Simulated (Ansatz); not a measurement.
All numbers were calculated with Ansatz.

Basis-set series for orthosilicic acid (`O[Si](O)(O)O`). The species carries charge 0 and has multiplicity 1. The geometry is a stationary point of PBE0-D4/def2-TZVP. It is one conformer, not always the lowest.

Cartesian coordinates in Å:
```
O -0.905 1.126 0.757
Si 0.000 0.000 0.000
O 1.505 0.129 0.616
O 0.147 0.174 -1.615
O -0.747 -1.430 0.242
H -0.476 1.959 0.956
H 2.215 -0.251 0.097
H -0.578 -0.150 -2.149
H -1.161 -1.558 1.097
```

| functional | basis | functions | energy (Eh) | HOMO (eV) | LUMO (eV) |
| --- | --- | --- | --- | --- | --- |
| PBE0-D4 | def2-TZVPP | 222 | -592.73512 | -9.12 | 0.47 |
| PBE0-D4 | def2-QZVPP | 418 | -592.76398 | -9.19 | 0.08 |
| ωB97M-V | def2-TZVPP | 222 | -593.07317 | -11.59 | 1.94 |
| ωB97M-V | def2-QZVPP | 418 | -593.10046 | -11.68 | 1.35 |

Q: Give the rows for def2-SVP. (Estimate.)

A: The calculation gave: 
```csv
functional,basis,functions,energy (Eh),HOMO (eV),LUMO (eV)
PBE0-D4,def2-SVP,94,-592.22671,-8.78,1.14
ωB97M-V,def2-SVP,94,-592.55715,-11.23,2.80
```

Positive LUMOs are unbound and depend on the basis.
